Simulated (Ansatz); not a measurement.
Ideal-gas functions of `ClC1O[SiH2]O1` at 600 K and 1 bar, from an Ansatz frequency run at PBE0-D4/def2-TZVP.

Molar mass 110.57 g/mol, point group Cs (symmetry number 1), electronic degeneracy 1, moments of inertia 56.251, 236.34, 256.535 u Å². Harmonic wavenumbers (cm⁻¹, unscaled): 126, 335, 388, 540, 670, 711, 758, 800, 800, 953, 1009, 1056, 1096, 1299, 1317, 2265, 2271, 3124.

Use S(trans) = R[1.5 ln M + 2.5 ln T − 1.1517]; rotational temperatures θ = 24.2544 K / I; S(rot) = R[ln(√π/σ · √(T³/θAθBθC)) + 1.5]; for each mode x = 1.438777 ν̃/T, S = R[x/(eˣ − 1) − ln(1 − e⁻ˣ)] and H = RT x/(eˣ − 1); 1 cm⁻¹ = 0.0119627 kJ/mol; R = 8.31446 J/(mol·K).

By hand: the entropy, in J/(mol·K).

Translation 182.1. Rotation: θ = 0.4312, 0.1026, 0.0945 K, giving 119.8. Vibration, mode by mode: 18.30, 10.36, 9.21, 6.72, 5.21, 4.82, 4.40, 4.07, 4.07, 3.04, 2.74, 2.51, 2.32, 1.58, 1.53, 0.24, 0.23, 0.04, in all 81.4. Electronic 0.0. Sum 383.3 J/(mol·K).

By hand: H − E and G − E in kJ/mol, counted from the electronic energy.

Zero-point energy ½ × 19518 × 0.0119627 = 116.7; thermal vibration 28.2; translation, rotation and pV give 4 RT = 20.0. H − E = 164.9 kJ/mol, and G − E = 164.9 − 600 × 383.3/1000 = -65.1 kJ/mol.

Vibration gives 21 % of the entropy, 18.3 J/(mol·K) of it from the mode under 150 cm⁻¹: soft modes count most, and the harmonic formula is weakest for them.
